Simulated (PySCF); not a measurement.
Computed shifts of a molecule C₂H₆ClFSi, PBE0/pcSseg-1 run with PySCF, GIAO, gas phase, atoms alike by connectivity averaged where their shifts nearly agree, in ppm (number of nuclei): ¹³C: 5.1 (2). ²⁹Si: 41.7 (1). ¹⁹F: -151.0 (1). ¹H: 0.77 (6). References: ¹³C against TMS (σ = 186.3 ppm); ²⁹Si against TMS (σ = 352.7 ppm); ¹⁹F against CFCl3 (σ = 167.2 ppm); ³⁵Cl against HCl (σ = 945.9 ppm); ¹H against TMS (σ = 31.56 ppm), references at their B3LYP-D3(BJ)/def2-TZVP geometries, non-relativistic (without spin–orbit terms, shifts of atoms bonded to Cl or Br come out too high). Geometry optimised at ωB97X-D3(BJ)/def2-SVP. The values are those of a single conformer.

Problem. Which molecule gave these data?
A) CC[Si@@H](F)Cl
B) C[Si@H](Cl)CF
C) C[C@@H](F)[SiH2]Cl
D) C[Si](C)(F)Cl

Solution. D, C[Si](C)(F)Cl
